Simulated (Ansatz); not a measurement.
GeBr2⁻. Charge -1, multiplicity 2. Geometry PBE0-D4/def2-TZVP, that of the neutral singlet.

```xyz
3

Ge   -0.7998   -0.1160    0.5768
Br    0.0377    1.8216   -0.4357
Br    0.7620   -1.7056   -0.1410
```

At PBE-D4/def2-TZVPD, r2SCAN-D4/def2-TZVPD, PBE0-D4/def2-TZVPD the highest occupied level of the charge -1 doublet lies above zero (up to 1.31 eV). By energy differences its removal costs 1.32 eV (vertical, to the charge 0 singlet, at PBE-D4/def2-TZVPD); a positive level beside a positive removal energy at the same level points to self-interaction error.

(1) Estimate the α-spin orbital energies around the gap (eV) in Ansatz with PBE-D4/def2-TZVPD, r2SCAN-D4/def2-TZVPD, PBE0-D4/def2-TZVPD.

Answers

(1) 
| orbital | PBE-D4/def2-TZVPD | r2SCAN-D4/def2-TZVPD | PBE0-D4/def2-TZVPD |
| --- | --- | --- | --- |
| HOMO−5 | -3.11 | -3.42 | -4.40 |
| HOMO−4 | -3.00 | -3.35 | -4.33 |
| HOMO−3 | -2.41 | -2.72 | -3.69 |
| HOMO−2 | -2.10 | -2.40 | -3.30 |
| HOMO−1 | -1.46 | -1.68 | -2.46 |
| HOMO | 1.31 | 1.05 | 0.35 |
| LUMO | 2.94 | 3.35 | 3.40 |
| LUMO+1 | 3.00 | 3.47 | 3.43 |
| LUMO+2 | 3.53 | 3.95 | 4.09 |
| LUMO+3 | 3.89 | 4.39 | 4.30 |
| LUMO+4 | 3.97 | 4.53 | 4.41 |
| LUMO+5 | 4.02 | 4.58 | 4.50 |
| β HOMO | -1.21 | -1.40 | -2.13 |
| β LUMO | 2.40 | 2.77 | 3.19 |
